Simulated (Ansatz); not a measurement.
`COCBC=N` → `B/C=C(\O)CN`  (isomerisation)

Calculated with Ansatz (gas phase, PBE0-D4/def2-TZVP geometries, no zero-point term in ΔE). CCSD(T)/CBS adds triple-zeta CCSD(T) − MP2 to the extrapolated MP2 energy (def2 sets, frozen cores). DFT in def2-TZVPP. B3LYP here is the variant with VWN-RPA as its local correlation; programs differ in this. One conformer a species, not always the lowest.

CCSD(T)/CBS gives -58.9 kJ/mol.

Problem. Another level gave -60.1 kJ/mol. Which?
A. ωB97M-V/def2-TZVPP
B. PBE/def2-TZVPP
C. B3LYP/def2-TZVPP
D. r2SCAN/def2-TZVPP

Solution. A. ωB97M-V -60.1, r2SCAN -70.0, PBE -65.8, B3LYP -54.3 kJ/mol.

Largest T1 diagnostic among the species: 0.012.

The D4 term adds −4.6 kJ/mol with B3LYP and −2.3 kJ/mol with PBE0; it sums over pairs of atoms, weighted by their polarisabilities, and B3LYP, whose exchange is more repulsive, gets the larger term. In def2-TZVPP, CCSD(T) changes the Hartree–Fock value by −10.4 kJ/mol (the triples alone add −3.1 kJ/mol) and MP2 by −23.2 kJ/mol.
